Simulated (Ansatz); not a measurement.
Reaction (atomization): `FC[SiH2]O[SiH3]` → C• + F• + 7 H• + O• + 2 Si•

Program: Ansatz. Geometries: PBE0-D4/def2-TZVP. ΔE: electronic, gas phase. CBS: MP2 limit from def2 TZ/QZ plus the TZ coupled-cluster correction, frozen cores. This one scheme is used for every species, atoms too. DFT in def2-TZVPP. B3LYP here is the variant with VWN-RPA as its local correlation; programs differ in this. Open shells (•) are unrestricted, without spin–orbit coupling. Spin–orbit coupling would lower the free atoms: a little for C, F, O, Si. One conformer a species, not always the lowest.

```csv
level,ΔE (eV)
PBE-D4,43.46
PBE0-D4,42.91
B3LYP-D4,43.37
B2PLYP,42.94
HF/def2-TZVPP,32.45
CCSD/def2-TZVPP,41.91
SCS-MP2/def2-QZVPP,43.73
HF/CBS(def2),32.58
```

(1) What does CCSD(T)/CBS give? (Best estimate.)

Largest T1 diagnostic among the species: 0.012.

Results:

(1) Computed: +43.57 eV. The listed levels differ from it by -0.11, -0.66, -0.20, -0.63, -11.12, -1.66, 0.16, -10.99 eV.

From PBE to PBE0 (25 % exact exchange), in def2-TZVPP and without D4, ΔE moves by −0.51 eV: exact exchange takes away binding that semilocal exchange gives to molecules. The D4 term adds +0.41 eV with B3LYP and +0.22 eV with PBE0; it sums over pairs of atoms, weighted by their polarisabilities, and B3LYP, whose exchange is more repulsive, gets the larger term.

For atomizations the MP2-based limit and the directly extrapolated one differ by several kJ/mol either way, and by 10 to 25 for some Ge, Se and Sn compounds, so smaller differences from it don't rank the levels.
